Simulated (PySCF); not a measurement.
Simulated absorption spectrum

Compound: C7H7NO.
InChI=1S/C7H7NO/c1-6-2-3-9-7(4-6)5-8/h2-4,6H,1H3/t6-/m1/s1

Computed, not measured: PySCF 2.14.0, density-fitted response routines, TDDFT PBE0/def2-SVPD, vertical, gas phase, core orbitals frozen in the response. Isolated species at its GFN2-xTB geometry, gas phase.

Computed states:

```csv
state,E (eV),f
S1,4.46,0.018
S2,5.78,0.0072
S3,6.02,0.0082
S4,6.32,0.063
S5,6.70,0.441
S6,6.79,0.0014
```

Each state is given a Gaussian of 0.5 eV full width at half maximum, with ε(max) = 2.175×10⁸ f / Δν̃ (Δν̃ the width in cm⁻¹). The width is an assumption, not a result. The curve ends short of the highest state used, and states not computed would add to its high-energy end.

Question: Give the broadened spectrum and its maxima.

Answer: 
```csv
λ (nm),ε (L mol⁻¹ cm⁻¹)
200.3,4591
202.7,3248
205.1,2320
207.5,1683
210.0,1235
212.4,943
214.8,732
217.3,560
219.7,423
222.1,307
224.5,213
227.0,138
229.4,86
231.8,51
234.3,28
236.7,16
239.1,11
241.6,10
244.0,16
246.4,27
248.8,48
251.3,83
253.7,131
256.1,197
258.6,285
261.0,385
263.4,497
265.8,613
268.3,729
270.7,825
273.1,900
275.6,946
278.0,959
280.4,941
282.8,895
285.3,822
287.7,737
290.1,644
292.6,544
295.0,451
297.4,366
299.9,288
302.3,224
304.7,171
307.1,128
309.6,93
312.0,67
314.4,48
316.9,33
319.3,23
321.7,16
324.1,10
326.6,7
329.0,5
331.4,3
333.9,2
```

Maxima: 278 nm (4.46 eV), ε about 960, made up of S1 (100%) (ε in L mol⁻¹ cm⁻¹; maxima over ε = 5, shares over 10%). At its high-energy end, 6.19 eV, the curve is still rising (ε about 4600, from S4 and S5).

Question: On this curve, what absorbance would a 10⁻⁴ mol/L sample give at 222 nm over a 1 cm path?

Answer: 222 nm is 5.585 eV, where ε is about 310 L mol⁻¹ cm⁻¹, so A = ε c l ≈ 0.031 (Beer–Lambert, with the gas-phase spectrum and the assumed width).

Question: Coming from long wavelengths, where does ε first pass 100 L mol⁻¹ cm⁻¹?

Answer: At about 309 nm (4.01 eV), 0.45 eV below S1.

Question: What would ε be at 4.46 eV, the highest of these maxima, with half the width (0.25 eV)?

Answer: About 1920 L mol⁻¹ cm⁻¹ against 959, a factor of about 2.00; a lone state at its own centre would give exactly 2.

Hardware: Arm Neoverse V2, one thread, no GPU, shared host. Cost: 45 s of wall time, 0.98 GiB resident at most.
